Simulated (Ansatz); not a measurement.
`[O]=[GeH2]` and `O=[SiH2]` differ in one element.

Ansatz, PBE0-D4/def2-TZVP geometries, multiplicity 1. 

Scalar relativity is left out up to krypton.

```tsv
property	`[O]=[GeH2]`
LUMO energy (ωB97M-V/def2-TZVPP) / eV	-0.37
ideal-gas entropy at 298 K and 1 bar (rigid rotor, harmonic PBE0-D4/def2-TZVP) / J/(mol·K)	248
HOMO energy (PBE/def2-TZVPP) / eV	-6.27
HOMO–LUMO gap (ωB97M-V/def2-TZVPP) / eV	9.78
LUMO energy (PBE0/def2-TZVPP) / eV	-2.38
HOMO–LUMO gap (PBE/def2-TZVPP) / eV	3.04
```

Question: Give the same properties after the change, and the shifts. (An estimate is asked.)

Answer: Computed: 
| property | `O=[SiH2]` | shift |
| --- | --- | --- |
| LUMO energy (ωB97M-V/def2-TZVPP) / eV | -0.23 | 0.14 |
| ideal-gas entropy at 298 K and 1 bar (rigid rotor, harmonic PBE0-D4/def2-TZVP) / J/(mol·K) | 235 | -13 |
| HOMO energy (PBE/def2-TZVPP) / eV | -6.78 | -0.51 |
| HOMO–LUMO gap (ωB97M-V/def2-TZVPP) / eV | 10.42 | 0.64 |
| LUMO energy (PBE0/def2-TZVPP) / eV | -2.22 | 0.16 |
| HOMO–LUMO gap (PBE/def2-TZVPP) / eV | 3.68 | 0.64 |

With PBE0 the HOMO falls by 0.49 eV and the LUMO rises by 0.16 eV, so the gap widens by about 0.65 eV. PBE moves the HOMO by -0.51 eV and ωB97M-V by -0.51 eV.
